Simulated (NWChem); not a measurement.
System: C2H4O2Si; SMILES O=C1OC[SiH2]1

```xyz
9

O      0.5324    -2.0289     0.0000
C      0.1606    -0.8889     0.0000
O     -1.1775    -0.5065     0.0000
C     -1.1418     0.9609     0.0000
Si     0.7755     0.9723     0.0000
H     -1.6529     1.3498    -0.9038
H     -1.6529     1.3498     0.9038
H      1.4699     1.4757     1.2328
H      1.4699     1.4757    -1.2328
```
Atoms are numbered in this order, from 1.

All runs: NWChem. Pople sets run with spherical d functions. All runs use the structure optimised with PBE-D3(BJ)/def2-SVP. Vzz is the largest principal value of the second derivative of the potential at the nucleus (NWChem prints the opposite sign); η is the asymmetry. Non-relativistic.

For level Hartree-Fock/6-31G*:

```yaml
Vzz O1 (a.u.): -1.654
Vzz O3 (a.u.): 1.631
"η O3": 0.64
```

Problem. What are these values for level CAM-B3LYP/def2-SVP?

Solution. 
| Item | Value |
|---|---|
| Vzz O1 (a.u.) | -1.468 |
| Vzz O3 (a.u.) | 1.547 |
| η O3 | 0.51 |
